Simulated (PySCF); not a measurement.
## UHF on S (sulfur, neutral)

Configuration: [Ne] 3s2 3p4, high-spin 3P determinant. Computed with PySCF 2.14 in x2c-TZVPPall with one added diffuse shell each of s, p, d type (6s6p4d1f, 51 functions), with scalar relativity by spin-free X2C-1e.

```
Total energy                                                  : -398.584924 hartree
One-electron energy                                           : -550.8501 hartree
Hartree (Coulomb) energy                                      : 177.4076 hartree
Exchange energy                                               : -25.1424 hartree
⟨S²⟩                                                          : 2.0125
⟨L²⟩                                                          : 2.045
Sum of ⟨r⟩                                                    : 15.46 bohr
Sum of ⟨r²⟩                                                   : 29.17 bohr²
Traceless quadrupole moment −½Σ⟨3z² − r²⟩ along its main axis : -2.28 e·bohr²
Langevin diamagnetic susceptibility                           : -23.1 ×10⁻⁶ cm³/mol
```

```
shell  electrons  mean orbital energy (eV)  spread (eV)  rms radius, mean of both spins (bohr)
 1s α          1                   -2511.6            0                                  0.112
 1s β          1                   -2511.1            0                                  0.112
 2s α          1                   -246.61            0                                  0.516
 2s β          1                   -246.10            0                                  0.516
 2p α          3                   -182.30        0.559                                  0.491
 2p β          3                   -181.35        0.450                                  0.491
 3s α          1                   -27.066            0                                   1.85
 3s β          1                   -21.192            0                                   1.85
 3p α          3                   -12.588        1.936                                   2.25
 3p β          1                   -10.300            0                                   2.25
```

Densities and radii are taken from the X2C orbitals without a picture-change correction, which distorts them close to the nucleus.

Spin-orbit constants ζ (cm⁻¹) from the X2C one-electron operator on these orbitals: bare nucleus, nucleus screened by l(l+1)(2l+1)/3 electrons, and screened by the Breit-Pauli mean field of the electrons.

```tsv
shell	bare	screened nucleus	mean field
2p	7464	6531	6106
3p	475.0	415.6	383.4
```

To first order the Landé constant is A = -191.7 cm⁻¹, so the lowest level has J = 2 and lies 0.0238 eV below the centre of the term. This holds in LS coupling only.
